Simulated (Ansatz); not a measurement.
Geometry optimisation, Ansatz, RKS PBE-D4/6-31G*.

The input (input.yaml):

```yaml
crystal:
  periodic: [false, false, false]
  atoms:
    - { symbol: F, position_ang: [-2.4065, 0.0906, -1.5346] }
    - { symbol: Si, position_ang: [-0.8625, 0.6196, -1.3065] }
    - { symbol: B, position_ang: [0.0452, -0.725, -0.2887] }
    - { symbol: F, position_ang: [0.271, -2.0618, -0.788] }
    - { symbol: Si, position_ang: [0.8556, -0.2731, 1.4237] }
    - { symbol: H, position_ang: [-0.8406, 1.9153, -0.5778] }
    - { symbol: H, position_ang: [-0.168, 0.7927, -2.6026] }
    - { symbol: H, position_ang: [1.86891, 0.75895, 1.23091] }
    - { symbol: H, position_ang: [-0.13098, 0.23769, 2.39647] }
    - { symbol: H, position_ang: [1.54003, -1.43423, 2.01541] }
basis:
  gaussian: { orbitals: "6-31G*" }
hamiltonian:
  xc: pbe
  dispersion: d4
relax:
  f_tol: 0.015
  max_steps: 40
output:
  orbitals: {}
```

Launched with:

```bash
$ ansatz run input.yaml --threads 2 --pin off --max-ram 3072MiB --backend cpu --events-out ev --progress --plain --runs-dir out
```

Where does it end, and by what steps?

It converged. The force dipped under the threshold on the way, but the program's further checks kept it going. After 26 steps the energy has fallen by 0.531 eV; F4 moved furthest, 1.38 Å.

```
step  energy less start (eV)  largest force component (eV/Å)  accepted
   0                  0.0000                           3.959       yes
   1                 -0.3767                           2.500       yes
   2                 -0.4435                           0.947       yes
   3                 -0.4496                           1.209       yes
   4                 -0.4809                           0.147       yes
   5                 -0.4849                           0.151       yes
   6                 -0.4930                           0.148       yes
   7                 -0.4990                           0.279       yes
   8                 -0.5042                           0.194       yes
   9                 -0.5131                           0.168       yes
  10                 -0.5112                           0.566        no
  11                 -0.5180                           0.142       yes
  12                 -0.5216                           0.108       yes
  13                 -0.5235                           0.295       yes
  14                 -0.5259                           0.111       yes
  15                 -0.5276                           0.009       yes
  16                 -0.5287                           0.111       yes
  17                 -0.5283                           0.100        no
  18                 -0.5299                           0.033       yes
  19                 -0.5303                           0.040       yes
  20                 -0.5306                           0.061       yes
  21                 -0.5308                           0.038       yes
  22                 -0.5311                           0.018       yes
  23                 -0.5313                           0.023       yes
  24                 -0.5313                           0.023       yes
  25                 -0.5313                           0.018       yes
  26                 -0.5314                           0.010       yes
```

```xyz
10
Properties=species:S:1:pos:R:3
F -1.972 0.102 -2.537
Si -0.861 0.578 -1.439
B -0.340 -0.788 -0.024
F -0.848 -2.024 0.017
Si 1.029 -0.274 1.421
H -1.376 1.801 -0.723
H 0.398 0.983 -2.163
H 1.543 1.126 1.240
H 0.398 -0.369 2.783
H 2.202 -1.215 1.392
```

Whether the end is a true minimum wasn't checked by a vibrational analysis.

Run time: 41 s on 2 threads of Arm Neoverse V2, with other jobs on the host, peak memory 0.13 GiB.
